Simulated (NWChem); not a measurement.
bromotrifluoromethane (CBrF3); SMILES FC(F)(F)Br

```xyz
5

F      0.8873     0.8873    -1.2753
C      0.0000     0.0000    -0.8219
F      0.3248    -1.2121    -1.2753
F     -1.2121     0.3248    -1.2753
Br     0.0000     0.0000     1.1365
```
Atoms are numbered in this order, from 1.

Structure relaxed at the PBE-D3(BJ)/def2-SVP level.

Task: List the 4 lowest vertical singlet excitations from Hartree-Fock/aug-cc-pVDZ, CIS (NWChem).

Result: 
| state | energy (eV) | oscillator strength | leading excitation (squared amplitude) |
|---|---|---|---|
| S1 | 6.84 | 0.001 | HOMO → LUMO (0.39) |
| S2 | 6.84 | 0.001 | HOMO−1 → LUMO (0.39) |
| S3 | 9.51 | 0.141 | HOMO → LUMO (0.51) |
| S4 | 9.51 | 0.141 | HOMO−1 → LUMO (0.51) |
